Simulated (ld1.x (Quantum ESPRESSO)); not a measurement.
## What one change does to a pseudopotential (As, TM semilocal)

arsenic (As), norm-conserving Troullier–Martins (semilocal form), made with ld1.x (Quantum ESPRESSO) 7.5 (LDA (PZ), scalar-relativistic). Core [Ar] 3d10, reference 4s2 4p3. Waves: 4p (bound): rc 1.45 bohr; 4s (bound): rc 1.70 bohr. Local part: the s channel. Core correction: none.

Change: functional PBE.

Cutoffs: the cutoffs (Ry, on a coarse ladder) from which the occupation-weighted sum of valence levels, in a spherical-Bessel basis at the reference potential, stays within 10 and 1 mRy of its value at 400 Ry; they do not see the model core or the augmentation charge, which bear on the density cutoff. Errors are all-electron minus pseudo energies relative to the spin-unpolarised reference configuration.

Problem. How do hardness, ghosts and transferability respond?

Solution. The potential gets neither clearly harder nor softer (45 Ry and 80 Ry → 40 Ry and 80 Ry); the s channel sets the loose cutoff, while the largest relative change is in p, which becomes softer; the number of tests with a reliable result goes from 9 to 7; of the 7 tests that both files solve, the error grows in 1 and shrinks in 4 by more than 15 % and 0.3 meV (median size 24.2 → 19.4 meV); neither file shows a bound ghost. A semilocal file is local in each channel, so a ghost entry of none says nothing of the separable form that plane-wave codes build from it.

```tsv
quantity	base	changed
cutoff, loose	45 Ry	40 Ry
cutoff, tight	80 Ry	80 Ry
loose cutoff by channel (10 mRy a level)	p 15 Ry, s 18 Ry	p 12 Ry, s 18 Ry
bound ghosts	none	none
error for 4s2 4p2, meV [ΔE 9.33 → 9.15 eV]	+3.0	-3.4
error for 4s2 4p1, meV [ΔE 27.49 → 27.07 eV]	+24	-19
error for 4s2 4p0, meV [ΔE 55.53 → 54.77 eV]	+94	-42
error for 4s0 4p5, meV [ΔE 19.21 → 19.06 eV]	+41	+40
error for 4s1 4p0, meV [ΔE 106.64 → 105.42 eV]	+446	+98
error for 4s1 4p3, meV [ΔE 19.49 → 19.26 eV]	+19	+8.3
error for 4s2 4p2.5, meV [ΔE 3.64 → 3.56 eV]	+0.3	-0.8
s: phases at 1.84 bohr within 0.05 rad from the reference energy up to (Ry; the scan ends near 5)	4.8	4.8
p: phases at 1.84 bohr within 0.05 rad from the reference energy up to (Ry; the scan ends near 5)	4.5	4.5
```
